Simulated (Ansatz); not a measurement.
Two members of one family (Diphenyliodonium salts), computed with Ansatz in the gas phase; def2 core potentials for I, no spin–orbit coupling. The two geometries come from different levels. Binding counts from free atoms in the multiplicity of their measured ground term, without zero-point energy. Sets without diffuse functions give affinities that are too small. A dash marks a value that wasn't run or was left out as unsound. The structures are stationary points that may keep the symmetry of their start. Remarks come from the PBE and PBE0 runs and from stability tests at other levels; not every state was tested. A HOMO above zero means that the electron is unbound at that level and held by the basis, or that self-interaction error raises the level; the energy of removing that electron tells which. HOMO above LUMO (over both spins in singlets and doublets, within one spin in higher multiplets; at PBE or PBE0), or a gap under 0.15 eV within one spin, warns that the state may not be the lowest or that an electron is smeared out.

First: diphenyliodonium chloride (singlet, charge 0, r2SCAN-D4/def2-SVP geometry).

Cartesian coordinates in Å:
```
Cl -0.1264 -1.4828 -1.6203
C -4.1457 -1.7945 1.9114
C -3.8552 -0.4410 2.0907
C -2.6300 0.0800 1.6479
C -1.7321 -0.7903 1.0374
I 0.2534 0.1238 0.6511
C 1.8719 0.8581 -0.6885
C 2.1304 2.2150 -0.5212
C 3.2374 2.7610 -1.1876
C 4.0406 1.9488 -1.9919
C 3.7448 0.5891 -2.1387
C 2.6405 0.0256 -1.4891
C -1.9949 -2.1381 0.8313
C -3.2193 -2.6391 1.2883
H -5.1053 -2.1955 2.2514
H -4.5819 0.2256 2.5639
H -2.3973 1.1412 1.7807
H 1.4935 2.8469 0.1056
H 3.4571 3.8274 -1.0808
H 4.8986 2.3791 -2.5156
H 4.3745 -0.0471 -2.7687
H 2.3644 -1.0246 -1.6143
H -1.2719 -2.7681 0.3068
H -3.4472 -3.7007 1.1502
```

```json
{"level": "PBE-D4/def2-SVP", "HOMO (eV)": "-5.50", "LUMO (eV)": "-3.89", "gap (eV)": "1.61", "vertical IE (eV)": "7.87", "vertical EA (eV)": "1.63", "vertical triplet (eV)": "1.36", "binding per atom (eV)": "4.99"}
{"level": "PBE-D4/def2-TZVP", "HOMO (eV)": "-5.72", "LUMO (eV)": "-4.00", "gap (eV)": "1.72", "vertical IE (eV)": "–", "vertical EA (eV)": "–", "vertical triplet (eV)": "–", "binding per atom (eV)": "4.93"}
{"level": "r2SCAN-D4/def2-TZVP", "HOMO (eV)": "-5.91", "LUMO (eV)": "-4.00", "gap (eV)": "1.91", "vertical IE (eV)": "–", "vertical EA (eV)": "–", "vertical triplet (eV)": "–", "binding per atom (eV)": "4.76"}
{"level": "PBE0-D4/def2-SVP", "HOMO (eV)": "-6.54", "LUMO (eV)": "-3.31", "gap (eV)": "3.23", "vertical IE (eV)": "8.04", "vertical EA (eV)": "1.87", "vertical triplet (eV)": "1.19", "binding per atom (eV)": "4.86"}
{"level": "PBE0-D4/def2-TZVP", "HOMO (eV)": "-6.67", "LUMO (eV)": "-3.37", "gap (eV)": "3.30", "vertical IE (eV)": "–", "vertical EA (eV)": "–", "vertical triplet (eV)": "–", "binding per atom (eV)": "4.80"}
```

Remarks: gap within one spin near zero at PBE or PBE0 (+1 doublet), HOMO above zero (-1 doublet).

Second: diphenyliodonium iodide (singlet, charge 0, PBE-D4/def2-SVP geometry).

```xyz
24

I    -1.7437    1.8904    0.9632
C    -1.8440   -3.3133    3.1694
C    -0.4832   -3.3595    2.8296
C     0.0291   -2.4956    1.8423
C    -0.8570   -1.6098    1.2274
I     0.0163   -0.4909   -0.5102
C     0.8863    1.3220   -1.5219
C     2.2494    1.2047   -1.7962
C     2.8504    2.2108   -2.5780
C     2.0853    3.2871   -3.0511
C     0.7154    3.3713   -2.7477
C     0.1007    2.3822   -1.9593
C    -2.2081   -1.5251    1.5503
C    -2.7037   -2.4049    2.5301
H    -2.2366   -3.9860    3.9466
H     0.1954   -4.0614    3.3396
H     1.0964   -2.5237    1.5722
H     2.8444    0.3592   -1.4165
H     3.9275    2.1513   -2.8009
H     2.5618    4.0745   -3.6538
H     0.1139    4.2138   -3.1207
H    -0.9634    2.4525   -1.6783
H    -2.8609   -0.7793    1.0699
H    -3.7717   -2.3701    2.7940
```

**Question.** Estimate how these quantities change from the first to the second (second minus first).

**Answer.** 
```
              level  Δ HOMO (eV)  Δ LUMO (eV)  Δ gap (eV)  Δ vertical IE (eV)  Δ vertical EA (eV)  Δ vertical triplet (eV)  Δ binding per atom (eV)
    PBE-D4/def2-SVP         0.40        -0.39       -0.79               -0.34                0.53                    -0.50                    -0.03
   PBE-D4/def2-TZVP         0.47        -0.32       -0.79                   –                   –                        –                    -0.03
r2SCAN-D4/def2-TZVP         0.46        -0.35       -0.82                   –                   –                        –                    -0.03
   PBE0-D4/def2-SVP         0.39        -0.49       -0.88               -0.43                0.59                    -0.59                    -0.03
  PBE0-D4/def2-TZVP         0.43        -0.42       -0.85                   –                   –                        –                    -0.03
```

Remarks: restricted SCF unstable in HF, gap within one spin near zero at PBE or PBE0 (+1 doublet), HOMO above zero (-1 doublet).
